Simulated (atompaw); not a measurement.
Pseudopotential generation for oxygen (O): PAW (atompaw), PBEsol, scalar-relativistic.

```
Element                 : O
Generator               : atompaw 4.2.0.5
Type                    : PAW
Functional              : PBEsol
Relativity              : scalar-relativistic
Frozen core             : [He]
Valence charge          : 6
Reference configuration : 2s1 2p5
Partial waves           : 2s (bound): rc 2.35 bohr; 2s channel at 2.1 Ry: rc 2.35 bohr; 2p (bound): rc 2.35 bohr; 2p channel at -0.3 Ry: rc 2.35 bohr
Local potential         : vpsmatchnc scheme with l = 2 at 1 Ry, radius 2.15 bohr
Core correction         : smooth core density matched at 1.65 bohr
Augmentation charge     : sinc compensation charge, radius 2.35 bohr; PAW radius 2.35 bohr; waves and projectors: custom rrkj gramschmidtortho
```

All-electron outer shells of the reference configuration (PBEsol, scalar-relativistic, ld1.x):

```
shell  level (eV)  outermost node (bohr)  outermost maximum (bohr)
   1s     -513.46                      –                      0.13
   2s      -24.27                   0.28                      0.87
   2p       -9.40                      –                      0.82
```

Task: Does the generator finish with these settings?

Result: Yes, a potential is produced.

Task: Estimate the cutoffs (Ry, on a coarse ladder) from which the occupation-weighted sum of valence levels, in a spherical-Bessel basis at the reference potential, stays within 10 and 1 mRy of its value at 400 Ry.

Result: 12 Ry and 15 Ry.

Task: Does the potential have ghost states?

Result: No extra level below or beside the all-electron valence levels (s, p, d, f tested).

Task: Is the overlap operator S = 1 + Σ q|β⟩⟨β| positive definite (Bessel basis up to 400 Ry)?

Result: Yes: its lowest eigenvalue is 0.60 (p channel).

Task: Which valence shell sets the plane-wave cutoff?

Result: 2p: its level needs 15 Ry to come within 1 mRy, against 10 Ry for 2s.
